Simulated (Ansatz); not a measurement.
One reagent, a row of partners

Four-centre ligand exchange: H₂O₂ ([OH][OH]) meets different compounds of Sn. Each row is one chosen step, not always the lowest open to these reactants.

Gas-phase electronic energies, without zero-point energy, by CCSD(T) at an estimated basis limit (MP2 extrapolated from triple and quadruple zeta, plus CCSD(T) − MP2 in triple zeta); Ansatz 0.2.0, def2-TZVPP and QZVPP, frozen cores, core potentials past krypton, on PBE0-D4/def2-TZVP structures. Extrapolation: Hartree–Fock as exp(−7.88 √X), correlation as X^−2.97. All energies, in kJ/mol, count from the separated reactants, without counterpoise correction; the start and end structures are the complexes reached by relaxing down from the saddle, and deeper ones may exist. Brackets give SMILES, or, where every atom is bracketed, only which atoms are joined. Steps whose reference was doubtful or whose search ended elsewhere are left out.

| reactants | products | broken | formed | start structure | saddle | end structure | saddle by PBE-D4/TZ |
| --- | --- | --- | --- | --- | --- | --- | --- |
| SnH₄O ([OH][SnH3]) + H₂O₂ ([OH][OH]) | SnH₄O₂ ([OH][O][SnH3]) + H₂O | H–O, O–Sn | H–O, O–Sn | -44.3 | ? | -34.4 | 12.0 |
| SnH₄S ([SH][SnH3]) + H₂O₂ ([OH][OH]) | SnH₄O₂ ([OH][O][SnH3]) + H₂S | H–O, S–Sn | H–S, O–Sn | -28.5 | 88.6 | 23.0 | 52.6 |
| SnH₃Cl ([Cl][SnH3]) + H₂O₂ ([OH][OH]) | SnH₄O₂ ([OH][O][SnH3]) + HCl | Cl–Sn, H–O | Cl–H, O–Sn | -27.5 | 68.3 | 42.5 | 44.8 |

Q: What is the height of the saddle for SnH₄O ([OH][SnH3]) + H₂O₂ ([OH][OH])? (An estimate is asked for; the value comes from the calculation.)

A: The calculation gives: 36.7 kJ/mol relative to the separated reactants, the lowest of the series; above its start structure the barrier is 36.7 − (-44.3) ≈ 81.0 kJ/mol.

Q: How do the PBE-D4 saddles lie against the coupled-cluster estimate?

A: All lower, by 23.5 to 36.1 kJ/mol.

The T1 diagnostic stays at or below 0.015. The filled d shells of Sn are correlated in sets not built for that, so values that involve them are less sure.

For scale, one of the runs: CCSD(T)/def2-TZVPP, 238 basis functions, launched by `ansatz run in.yaml --threads 8 --pin off --events-out ev --progress --plain --max-ram 19148MiB`. Time: 100 s of wall clock on 8 CPU threads of an Intel Xeon Platinum 8259CL; the host was shared. Peak host memory: 5 GiB.
